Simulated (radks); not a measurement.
The caesium anion Cs-, [Xe] 6s2, held by a Watson sphere: a shell of charge +1 at radius R that stands for the Madelung well of a crystal (potential energy -1/R inside, -1/r outside, in hartree with lengths in bohr). All-electron calculation, scalar-relativistic Kohn-Sham, PBEsol, spin-polarised, spherical densities, point nucleus. Program: a radial shooting solver on a logarithmic mesh with Libxc functionals. Response by self-consistent Sternheimer equations with the Hartree and adiabatic LDA kernel, the relativistic mass of each level held fixed and spin-orbit coupling left out. The sphere does not respond.

| R (bohr) | e(5s) (eV) | e(5p) (eV) | e(6s) (eV) | <r> 6s (bohr) | sum of <r^2> (bohr^2) | X-ray form factor at sin(theta)/lambda = 0.3 1/angstrom | alpha (bohr^3) |
|---|---|---|---|---|---|---|---|
| 3.61 | -27.883 | -14.721 | -3.119 | 5.007 | 108.4 | 37.945 | 281.8 |
| 3.88 | -27.562 | -14.397 | -3.081 | 5.074 | 110.0 | 37.945 | 294.8 |
| 4 | -27.437 | -14.270 | -3.062 | 5.107 | 110.7 | 37.944 | 301.5 |
| 4.08 | -27.360 | -14.191 | -3.048 | 5.129 | 111.2 | 37.944 | 306.3 |
| 5.22 | -26.604 | -13.408 | -2.803 | 5.494 | 119.7 | 37.934 | 397.8 |
| 5.37 | -26.539 | -13.340 | -2.767 | 5.543 | 120.9 | 37.934 | 412.5 |
| 5.4 | -26.527 | -13.328 | -2.760 | 5.553 | 121.1 | 37.933 | 415.5 |
| 5.78 | -26.388 | -13.182 | -2.669 | 5.679 | 124.3 | 37.931 | 455.1 |
| 6.14 | -26.279 | -13.069 | -2.582 | 5.795 | 127.3 | 37.930 | 495.2 |
